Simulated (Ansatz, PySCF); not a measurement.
Torsion F1–Te2–S3–H4 in FHSTe (SMILES F[Te]S); at each angle all else is relaxed with GFN2-xTB, and the levels are single points there.
Geometry at 270° (charge 0, multiplicity 1):
```xyz
4

F      1.77313    -0.75210     0.12117
Te     0.92404     1.02173    -0.31783
S     -1.23272     0.44912     0.40197
H     -1.71482    -0.04106    -0.74030
```

On the grid 0° to 330°, 0° is the highest and 270° the lowest point at MP2/CBS(def2-TZVPP, def2-QZVPP) + ΔCCSD(T)/def2-TZVPP.

Correlated levels freeze the cores. Filled d and f shells under p-block atoms count as core. Rows in 3-21G, STO-3G carry no dispersion term and start afresh at each structure; the Pople sets are all-electron and without relativity.

Run with Ansatz (Gaussian orbitals); PySCF for 3-21G rows, STO-3G rows.  In def2 rows elements past Kr take small-core potentials, without spin–orbit coupling.

Problem. One of these levels gives 12.13 kcal/mol for the energy at 0° less that at 270°. Which one is it?
(A) HF/STO-3G
(B) CCSD(T)/def2-SVP
(C) PBE/def2-TZVPP
(D) HF/3-21G

Solution. C, PBE/def2-TZVPP. The others give 4.22 (HF/STO-3G), 3.66 (HF/3-21G), 8.94 (CCSD(T)/def2-SVP)

Ansatz is a program for electronic structure.
